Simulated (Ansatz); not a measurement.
Mulliken charges of H₂I₃NZr, SMILES `[NH2][Zr]([I])([I])[I]` from PBE/def2-TZVPP in Ansatz (PBE0-D4/def2-TZVP geometry).

```csv
atom,x (Å),y (Å),z (Å),charge (e)
N1,-0.456,0.751,0.981,-0.457
Zr2,0.221,-0.403,-0.482,0.560
I3,2.114,-2.011,0.575,-0.137
I4,-1.899,-1.720,-1.510,-0.136
I5,1.323,1.186,-2.378,-0.154
H6,-1.387,1.146,1.028,0.162
H7,0.083,1.050,1.784,0.162
```

**Question.** By hand: the dipole of these point charges (1 e Å = 4.8032 D).

**Answer.** Σ q r = (-0.114, 0.114, 0.230) e Å, of length 0.281 e Å = 1.35 D.

**Question.** How does the dipole of the full density compare? (Best estimate.)

**Answer.** Ansatz gave: (-0.209, 0.249, 0.433) e Å, 2.60 D; the point charges give 0.52 times that, at 3° from its direction.

Point charges leave out the atoms' own dipoles, such as those of lone pairs, and Mulliken's split depends on the basis, so the two needn't agree.
